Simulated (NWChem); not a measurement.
System: C2H5B; SMILES BC=C

```xyz
8

B      0.1874     1.3508     0.0002
H      1.3977     1.4055    -0.0049
H     -0.4487     2.3798     0.0071
C     -0.4981    -0.0303    -0.0012
C      0.2304    -1.1631     0.0002
H     -1.5911    -0.1271    -0.0015
H     -0.2210    -2.1625     0.0017
H      1.3257    -1.1249     0.0005
```
Atoms are numbered in this order, from 1.

Results from NWChem. Pople sets run with spherical d functions. All runs use the structure optimised with PBE0/def2-SVP. Absolute isotropic GIAO shieldings of the H sites, static isolated molecule.

```
row  σ, B3LYP/6-31G* (ppm)  σ, KT2/pcSseg-1 (ppm)
---  ---------------------  ---------------------
H6                   24.83                  23.87
H3                   25.12                  24.37
H7                   25.22                  24.19
H2                   25.24                  24.63
H8                   25.39               withheld
```

### Question
Fit a straight line of the last column on the one before it, predict the withheld value, and compare with the run.

### Answer

1. Means of the 4 shown rows: x = 25.102, y = 24.265. Slope Σ(x − x̄)(y − ȳ)/Σ(x − x̄)² = 0.1509/0.1073 = 1.406; intercept -11.029.
2. The shown rows scatter about the line by 0.153 (root mean square); the largest residual is -0.24, at H7.
3. At x = 25.39 (H8; beyond the shown range) the line gives 24.67.
4. The run gives 24.68, +0.01 from the line, 0.1 times the scatter.
